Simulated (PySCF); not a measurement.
Geometry (Å), atoms numbered from 1 in this order:
```xyz
10

N     1.457    0.836    1.001
Si    2.341    1.825   -0.114
Si    4.576    1.314    0.368
Cl    4.667    1.301    2.459
H     0.443    0.832    0.993
H     1.812    0.786    1.951
H     1.984    1.448   -1.517
H     2.161    3.314   -0.003
H     4.986   -0.039   -0.108
H     5.565    2.317   -0.127
```

Geometry: PBE0-D3(BJ)/def2-SVP; GIAO shifts from PySCF 2.14.0 with density-fitted response routines, gas phase, non-relativistic, averaged over equivalent atoms.

At B3LYP/pcSseg-2 (249 basis functions, 43 s wall time on 1 thread of an Arm Neoverse N1, shared host):
```tsv
atoms	δ (ppm)
N1	-1.3
Si3	-24.0
Si2	-59.2
Cl4	-107.0
H9/H10	5.17
H7/H8	4.91
H5/H6	0.38
```

Referencing at the same level of theory: $^{15}$N (σ = 258.52 ppm) against NH3; $^{29}$Si (σ = 324.61 ppm) and $^{1}$H (σ = 31.39 ppm) against TMS; $^{35}$Cl (σ = 927.31 ppm) vs HCl.

Task: Predict the values at BHandHLYP/pcSseg-2 on the same geometry.

Result: 
```csv
atoms,δ at BHandHLYP/pcSseg-2,change
N1,-4.5,-3.2
Si3,-24.6,-0.6
Si2,-56.6,+2.6
Cl4,-116.1,-9.1
H9/H10,4.96,-0.21
H7/H8,4.67,-0.24
H5/H6,0.51,+0.13
```

δ = σ(ref) − σ, references computed at the same level: $^{15}$N (σ = 259.78 ppm) vs NH3; TMS for $^{29}$Si (σ = 345.75 ppm) and $^{1}$H (σ = 31.45 ppm); HCl for $^{35}$Cl (σ = 935.37 ppm).

The largest change is at Cl4 (chlorine bonded to Si). Cost: 249 basis functions, 38 s wall time on 1 thread of an Arm Neoverse N1, shared host.

Experimental scales use liquid or dissolved standards, which lie at an offset from isolated NH3 (liquid NH3: subtract about 20 ppm).
